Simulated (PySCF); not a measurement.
# How methods differ on the excitation energy of Ar⁺

Ar⁺ [Ne] 3s2 3p5 (2P) → Ar⁺ [Ne] 3s1 3p5 3d1 (high-spin determinant), as a difference of total energies. Calculation: PySCF 2.14, in aug-cc-pwCVDZ (6s5p3d, 36 functions); the non-relativistic Hamiltonian (point nucleus). Correlated levels: valence and next inner shell: 1s2 frozen. The calculations carry no spin-orbit coupling.

```tsv
method	excitation energy (eV)
UHF	33.804
MP2 (valence and next inner shell)	33.363
SCS-MP2 (valence and next inner shell)	33.143
CCSD (valence and next inner shell)	31.721
CCSD(T) (valence and next inner shell)	30.970
```

Problem. How much does correlation contribute at CCSD(T) (valence and next inner shell)?

Solution. 30.970 − (33.804) = -2.834 eV, measured against UHF.

The upper state lies above the first ionisation limit, where it may autoionise and the basis confines it.

The promoted electron is Rydberg-like, and one or two diffuse shells describe it only roughly, which tends to raise the upper state.

The coupled-cluster amplitudes are large for the upper state (T1 above 0.03 or a double amplitude above 0.15), so a single reference is strained.

The determinant of the upper state mixes LS terms, which raises its energy above the lowest term, most at the Hartree-Fock and MP2 levels.
